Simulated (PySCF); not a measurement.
arsine cation (AsH3), SMILES [AsH3] (connectivity only; charge and spin as stated), charge +1, multiplicity 2.

Geometry optimised at B3LYP-D3(BJ)/def2-TZVPD. The multiplicity is an assumed one; other spin states were not compared.

Calculation: B3LYP-D3(BJ)/def2-TZVPD in PySCF 2.14.0.

Frequencies are harmonic and unscaled.

Modes within 1.5 cm⁻¹ of each other (mostly degenerate sets) share a row, with their intensities summed.

Computed harmonic wavenumbers and intensities:
| mode | ν (cm⁻¹) | IR (km/mol) | moving atoms (share of kinetic energy) |
|---|---|---|---|
| 1 | 708 | 1.6 | H 96 % |
| 2–3 | 923 | 12.0 | H 99 % |
| 4 | 2256 | 8.0 | H 100 % |
| 5–6 | 2324 | 53.9 | H 98 % |
